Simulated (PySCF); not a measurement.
Job file and geometry (Å, from GFN2-xTB) of an NMR shielding run on `[SiH2]([Si@@H](OCC)N(C)C)N`, C$_{4}$H$_{16}$N$_{2}$OSi$_{2}$, GIAO PBE0/pcSseg-1 NMR shielding, non-relativistic, gas phase in PySCF 2.14.0, density-fitted response routines; density fitting, a coarse starting grid and PySCF grid level 2 are the driver's defaults:

```
$ OMP_NUM_THREADS=1 python probes_run.py task.json out

{"job": {"kind": "nmr", "xc": "PBE0", "basis": "pcSseg-1"}, "charge": 0, "multiplicity": 1}
C      3.010899     0.503449     1.172083
C      2.571405     0.256817    -0.265427
O      1.421812    -0.529878    -0.308493
Si    -0.083975    -0.037870    -0.675008
Si    -0.666129     1.817706     0.563795
N     -1.765364     2.750361    -0.386714
N     -0.980700    -1.481604    -0.390235
C     -2.378152    -1.473938    -0.718553
C     -0.666446    -2.394921     0.678045
H      2.237558     1.050238     1.705593
H      3.177250    -0.444765     1.676657
H      3.932351     1.079015     1.185454
H      2.399423     1.214051    -0.771387
H      3.355687    -0.280980    -0.811296
H     -0.185127     0.145217    -2.138323
H     -1.196843     1.495808     1.915389
H      0.409075     2.787170     0.846902
H     -2.502753     2.286559    -0.891180
H     -2.104970     3.624654    -0.020242
H     -2.997339    -1.095836     0.107801
H     -2.540609    -0.840317    -1.586626
H     -2.713690    -2.487190    -0.956234
H      0.400340    -2.353335     0.871464
H     -0.934560    -3.414166     0.383454
H     -1.210078    -2.152100     1.600908
```

Task: What does the program print?

Result: 
```
coarse grid: 20728 points
cycle   1  E = -924.9156941561  dE =  8.994e-01  |g| = 8.333e-01  |ddm| = 4.321e+00
cycle   2  E = -924.7353793507  dE =  1.803e-01  |g| = 1.270e+00  |ddm| = 1.990e+00
cycle   3  E = -925.0525600017  dE = -3.172e-01  |g| = 1.249e-01  |ddm| = 1.390e+00
cycle   4  E = -925.0550770113  dE = -2.517e-03  |g| = 5.406e-02  |ddm| = 1.287e-01
cycle   5  E = -925.0556638684  dE = -5.869e-04  |g| = 1.324e-02  |ddm| = 5.231e-02
cycle   6  E = -925.0556971621  dE = -3.329e-05  |g| = 4.384e-03  |ddm| = 1.474e-02
cycle   7  E = -925.0557011188  dE = -3.957e-06  |g| = 5.701e-04  |ddm| = 3.415e-03
final grid: 187832 points
cycle   8  E = -925.1126710736  dE = -3.822e-05  |g| = 1.229e-02  |ddm| = 2.755e-02
cycle   9  E = -925.1126432477  dE =  2.783e-05  |g| = 1.720e-02  |ddm| = 2.186e-02
cycle  10  E = -925.1127021542  dE = -5.891e-05  |g| = 1.719e-03  |ddm| = 1.358e-02
cycle  11  E = -925.1127027643  dE = -6.101e-07  |g| = 2.185e-04  |ddm| = 1.649e-03
cycle  12  E = -925.1127027724  dE = -8.114e-09  |g| = 8.784e-05  |ddm| = 2.586e-04
cycle  13  E = -925.1127027738  dE = -1.419e-09  |g| = 2.970e-05  |ddm| = 8.907e-05
cycle  14  E = -925.1127027740  dE = -1.767e-10  |g| = 5.680e-06  |ddm| = 3.086e-05
converged SCF energy = -925.1127027740

GIAO shielding tensors (ppm)
atom      isotropic    diamagn.    paramagn.     s11        s22        s33       span
  0 C      165.780     249.047     -83.267    147.605    164.322    185.413     37.808
  1 C      127.217     243.152    -115.935     95.981    116.873    168.796     72.816
  2 O      304.785     403.182     -98.398    276.938    305.163    332.252     55.314
  3 Si     361.675     884.741    -523.066    322.102    359.214    403.708     81.606
  4 Si     422.090     882.506    -460.415    365.948    395.637    504.685    138.736
  5 N      272.604     316.544     -43.940    233.854    265.415    318.543     84.689
  6 N      248.368     330.781     -82.413    212.985    261.897    270.222     57.237
  7 C      149.919     246.020     -96.101    123.611    139.899    186.247     62.636
  8 C      148.867     247.355     -98.488    124.566    136.621    185.413     60.846
  9 H       30.665      32.161      -1.496     26.279     30.910     34.807      8.528
 10 H       30.286      30.086       0.200     26.864     28.570     35.424      8.560
 11 H       30.802      27.488       3.314     26.990     27.182     38.236     11.246
 12 H       27.812      31.374      -3.563     23.326     27.434     32.675      9.350
 13 H       27.556      28.917      -1.361     21.987     27.044     33.638     11.651
 14 H       26.313      33.078      -6.765     23.605     24.123     31.211      7.606
 15 H       26.751      32.117      -5.366     23.623     25.583     31.046      7.423
 16 H       26.932      31.919      -4.987     23.128     26.644     31.023      7.895
 17 H       32.294      32.767      -0.473     23.860     30.024     42.999     19.139
 18 H       31.921      28.978       2.942     23.440     27.764     44.558     21.118
 19 H       29.349      30.633      -1.284     24.387     27.888     35.773     11.386
 20 H       29.104      31.238      -2.134     24.999     27.282     35.029     10.030
 21 H       29.212      28.908       0.304     24.566     26.554     36.516     11.950
 22 H       28.302      32.805      -4.503     22.055     29.717     33.132     11.077
 23 H       29.440      29.875      -0.434     25.006     26.709     36.605     11.598
 24 H       29.580      31.717      -2.137     25.230     27.403     36.107     10.877
```

Task: Turn these shieldings into chemical shifts. References, each an isolated molecule treated in the same way: $^{13}$C (186.93 ppm) and $^{29}$Si (349.16 ppm) and $^{1}$H (31.72 ppm) vs TMS; H2O for $^{17}$O (336.08 ppm); NH3 for $^{15}$N (267.73 ppm).

Result: Averaging equivalent atoms: C 1: 59.7; C 7/8: 37.5; C 0: 21.1; O 2: 31.3; Si 3: -12.5; Si 4: -72.9; N 6: 19.4; N 5: -4.9; H 14: 5.40; H 15: 4.97; H 16: 4.79; H 13: 4.16; H 12: 3.91; H 19/20/21/22/23/24: 2.55; H 9/10/11: 1.13; H 17/18: -0.39 ppm. Experimental scales use liquid or dissolved standards, which lie at an offset from isolated NH3 (liquid NH3: subtract about 20 ppm) and H2O (liquid H2O: subtract about 36 ppm).

Size and cost of the density-fitted run: 247 basis functions, 74 s wall time on 1 thread of an Arm Neoverse V1, shared host; peak memory 1.2 GiB.
